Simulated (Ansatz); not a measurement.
```yaml
atoms:
  - { symbol: C, position_ang: [0.0000, 0.0000, 0.0000] }
  - { symbol: H, position_ang: [0.0000, 1.0800, 0.0000] }
  - { symbol: H, position_ang: [0.9350, -0.5400, 0.0000] }
  - { symbol: H, position_ang: [-0.9350, -0.5400, 0.0000] }
```

Basis set: pcseg-2 (spherical functions). Charge 0, multiplicity 2.

Computed with Ansatz (development build ahead of 0.2.0); each method stands on the lowest determinant of its kind that the runs found.

The atomization energy at this shape (free ground-state atoms in the same class of orbitals less the molecule, no zero-point energy) of doublet CH3:

```json
{"method": "PBE (unrestricted)", "atomization energy": "13.44 eV"}
```

What does UHF give?

10.55 eV.

The shape needn't be a minimum at these levels.
